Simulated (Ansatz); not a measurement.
Molecule: BiCl2, net charge 0, doublet state. It need not be the lowest isomer of its formula. 
Structure (B3LYP-D3(BJ)/def2-TZVP (Ansatz, a program for electronic structure) minimum search):
```xyz
3

Bi    -0.2594    -0.1405     0.3548
Cl    -0.2788     1.9807    -0.8842
Cl     1.5451    -1.2948    -0.8478
```
Charge 0, spin multiplicity 2.

Basis-set convergence of Hartree-Fock and CCSD(T) correlation energies (hartree) with Ansatz. Valence correlation only, unless marked. UHF or UKS for open shells. No spin-orbit coupling. The frozen core is the preceding noble-gas configuration, with the filled d and f shells of earlier blocks. In def2 rows, elements after Kr have scalar-relativistic effective core potentials.

```json
[
 {"basis": "def2-SVP", "functions": "62", "E(HF)": "-1132.34181", "E(corr, CCSD(T))": "-0.36472"},
 {"basis": "def2-TZVPP", "functions": "134", "E(HF)": "___", "E(corr, CCSD(T))": "___"}
]
```

Task: Some entries are withheld; supply them.

Result: 
- def2-TZVPP, E(HF): -1132.67192
- def2-TZVPP, E(corr, CCSD(T)): -0.52212
